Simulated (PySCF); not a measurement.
An unknown is described by computed data only.

Formula: C4H11NSi2.

* UV, first state: lowest singlet excitation: 4.30 eV (288 nm, f = 0.002) [TDDFT B3LYP/def2-SVPD]
* Dipole: 1.48 D [B3LYP/def2-SVPD]
* Rotational structure: rotational constants A, B, C: 3.347, 0.984, 0.925 GHz [PBE0-D3(BJ)/def2-SVP]
* Polarisability: 111.0 au [B3LYP/def2-SVPD]
* XPS: Si2p3/2 106.2, Si2p3/2 106.3, C1s 289.2 (×2), C1s 290.9, C1s 291.4, N1s 404.5, Si1s 1846.0, Si1s 1846.1 eV [ΔSCF SCAN, pcX-2 on the ionised atom, pcseg-1 elsewhere, spin-free X2C, 2p3/2 from a spin–orbit splitting computed afterwards within the 2p shell]
* 13C NMR: chemical shifts (computed TMS as zero) by class: 181.2 (1 C), 57.5 (1 C), -8.7 (2 C) ppm [GIAO PBE0/pcSseg-1]
* Triplet: lowest triplet excitation (Tamm–Dancoff): 3.54 eV [TDA B3LYP/def2-SVPD]
* 1H NMR: chemical shifts (computed TMS as zero) by class: 8.67 (1 H), 5.35 (1 H), 4.98 (1 H), 4.91 (1 H), 3.72 (3 H), 0.79 (2 H), 0.35 (2 H) ppm [GIAO PBE0/pcSseg-1]
* Valence photoelectron: vertical ionisation energy: 8.76 eV [ΔSCF B3LYP/def2-SVPD]
* NMR, other nuclei: isotropic shieldings of nuclei other than C and H, by class: -179 (1 N), 367 (1 Si), 382 (1 Si) ppm [GIAO PBE0/pcSseg-1]

Electronic properties: PySCF, gas phase, density fitting. Levels stand in brackets. One conformer (not necessarily the lowest) at the PBE0-D3(BJ)/def2-SVP geometry, without solvent, vibrations or thermal averaging. NMR classes are plain means over equivalent atoms (diastereotopic ones count apart unless rotation or inversion swaps them), as if these changed places fast.

Question: Propose a structure and show how it fits.

Answer: Numbering: `[CH3:1]/[N:2]=[CH:3]/[SiH:4]1[CH2:5][SiH2:6][CH2:7]1`. Its formula, C4H11NSi2, gives 2 degrees of unsaturation: 1 ring and 1 π bond in the structure found. 4 carbons fall into 3 classes; from least to most shielded: C=N carbon [C3] (181.2 ppm), N-methyl carbon [C1] (57.5 ppm), ring sp3 carbon bound to silicon [C5/C7] (-8.7 ppm, 2 C, up to 3.9 ppm apart in this geometry). Hydrogen classes from least to most shielded: 1 H on a C=N carbon, C3 (8.67 ppm), 1 H on an SiH silicon, Si4 (5.35 ppm), 1 H on an SiH2 silicon, Si6 (4.98 ppm), 1 H on an SiH2 silicon, Si6 (4.91 ppm), 3 H on an N-methyl carbon, C1 (3.72 ppm, a mean of values up to 1.3 ppm apart in this geometry), 2 H on 2 like atoms (sp3 carbon bound to silicon), C5/C7 (0.79 ppm, a mean of values up to 1.1 ppm apart in this geometry), 2 H on 2 like atoms (sp3 carbon bound to silicon), C5/C7 (0.35 ppm). The other shieldings belong to: -179 ppm, C=N nitrogen [N2]; 367 ppm, SiH silicon [Si4]; 382 ppm, SiH2 silicon [Si6]. The core levels belong to: Si2p3/2 106.2 eV, SiH silicon [Si4]; Si2p3/2 106.3 eV, SiH2 silicon [Si6]; C1s 289.2 eV, sp3 carbon bound to silicon [C5/C7]; C1s 290.9 eV, C=N carbon [C3]; C1s 291.4 eV, N-methyl carbon [C1]; N1s 404.5 eV, C=N nitrogen [N2]; Si1s 1846.0 eV, SiH silicon [Si4]; Si1s 1846.1 eV, SiH2 silicon [Si6]. One atom of each topological class was ionised and stands for its class. The hole state at 290.9 eV has ⟨S²⟩ = 0.83 against 0.75, so that value is less sure. S1 is mainly HOMO→LUMO (weight 0.95); the largest Löwdin shares of the orbital it empties are 0.44 on the C=N nitrogen, 0.15 on the C=N carbon, 0.08 on the N-methyl carbon and 0.07 on the hydrogen on a C=N carbon, of the orbital it fills 0.32 on the C=N nitrogen, 0.30 on the C=N carbon, 0.11 on the SiH silicon and 0.06 on the hydrogen on a C=N carbon. The optimised geometry has point group C1 and is an asymmetric top. Structure: `C/N=C/[SiH]1C[SiH2]C1`. Computed isomers that give other values at the same levels: `C=C/C=C\N([SiH3])[SiH3]` (13C chemical shifts (computed TMS as zero) by class: 144.0 (1 C), 139.3 (1 C), 123.4 (1 C), 120.8 (1 C) ppm). The assignments are read from this structure; whether some other isomer fits the data as well wasn't checked.

Shape of the structure used: `[CH3:1]/[N:2]=[CH:3]/[SiH:4]1[CH2:5][SiH2:6][CH2:7]1`: N2–C3–Si4–C5 8°.
